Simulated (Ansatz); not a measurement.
## CH5CaGa: which of two structures lies lower

Structure X is a singlet given by its coordinates and structure Y is a triplet given by its coordinates. Both are isolated molecules in the gas phase, relaxed with PBE0-D3(BJ)/def2-SVP.

X (Å):

```
atom    x (Å)    y (Å)    z (Å)
   C  -1.6681   1.2856  -0.6945
  Ca  -1.5420  -0.6530   1.0811
  Ga  -0.7226   2.0502   1.1516
   H  -2.0821  -2.5995   1.1616
   H  -2.4958   2.0022  -0.8448
   H  -2.0854   0.3087  -1.0372
   H  -0.5042   3.5429   0.5946
   H  -0.9166   1.5439  -1.4623
```

Close contacts (Å): C1–Ca2 2.63, C1–Ga3 2.21, Ca2–Ga3 2.83, C1–H5 1.11, C1–H6 1.12, C1–H8 1.10, Ca2–H4 2.02, Ca2–H6 2.39, Ga3–H7 1.61.

Y (Å):

```yaml
atoms:
  - { symbol: C, position_ang: [-2.2094, -0.2857, -0.0896] }
  - { symbol: Ca, position_ang: [0.1435, 3.8451, -0.0792] }
  - { symbol: Ga, position_ang: [-1.2374, 1.4104, -0.3326] }
  - { symbol: H, position_ang: [-3.1979, -0.2373, -0.5690] }
  - { symbol: H, position_ang: [-2.3519, -0.4929, 0.9826] }
  - { symbol: H, position_ang: [-1.6479, -1.1205, -0.5336] }
  - { symbol: H, position_ang: [0.2819, 1.6315, 0.3190] }
  - { symbol: H, position_ang: [-1.8442, 2.8426, 0.2694] }
```

Close contacts (Å): C1–Ga3 1.97, Ca2–Ga3 2.81, C1–H4 1.10, C1–H5 1.10, C1–H6 1.10, Ca2–H7 2.25, Ca2–H8 2.25, Ga3–H7 1.67, Ga3–H8 1.67.

**Question.** Estimate which is lower in electronic energy at CCSD(T)/def2-TZVP, and by roughly how much.

**Answer.** The CCSD(T)/def2-TZVP calculation puts structure Y lower, by 0.299 eV.

How the difference moves with the method:

| level | geometry | E(Y) − E(X) (eV) | departure from the last row (eV) | job, with rough time for the two |
| --- | --- | --- | --- | --- |
| PBE0-D3(BJ)/def2-SVP | PBE0-D3(BJ)/def2-SVP | −0.249 | +0.050 | optimisation, 2.5 min |
| HF/def2-TZVP | PBE0-D3(BJ)/def2-SVP | −0.795 | −0.496 | part of the CCSD(T) run |
| MP2/def2-TZVP | PBE0-D3(BJ)/def2-SVP | −0.393 | −0.094 | part of the CCSD(T) run |
| CCSD(T)/def2-TZVP | PBE0-D3(BJ)/def2-SVP | −0.299 |  | single point, 3.3 min |

The levels shown agree on the order. The largest departure from CCSD(T)/def2-TZVP is that of HF/def2-TZVP, 0.496 eV. Levels run at GFN2-xTB geometries aren't shown. The triplet state of Y needn't be its ground state.

With harmonic frequencies from PBE0-D3(BJ)/def2-SVP (ideal gas, rigid rotor, one conformer each, 298.15 K, 1 atm): on the last row, ΔE + ΔZPE = −0.163, ΔH = −0.197, ΔG = −0.150 eV.

Open shells are spin-unrestricted. The correlated steps freeze 15 core orbitals; the filled d shell of Ga is correlated; the last core shell of Ca is correlated, in a basis made for valence electrons. ΔG holds the spin degeneracy. Programs: Ansatz 0.2.0; the last row on 2 threads of Arm Neoverse V1 on a shared host.
